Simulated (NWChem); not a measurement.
# SiHCl, singlet; SMILES [SiH]Cl

```xyz
3

Si    -0.0803    -1.1042     0.0000
H      1.4465    -1.2905     0.0000
Cl    -0.0189     0.9852     0.0000
```
Atoms are numbered in this order, from 1.

Computed with NWChem. Low-valent species are run as closed-shell singlets; no triplet was tried in these runs. All runs use the structure optimised with PBE0/def2-SVP. Ions are spin-unrestricted doublets at the neutral geometry; other ion states weren't tried.

Problem. Estimate the computed values for PBE/def2-SVP. Quantities: vertical ionisation energy, ΔSCF (eV); −ε(HOMO) (eV).

Solution. 
```
Quantity                               Value
-------------------------------------  -----
vertical ionisation energy, ΔSCF (eV)   9.18
−ε(HOMO) (eV)                           5.78
```
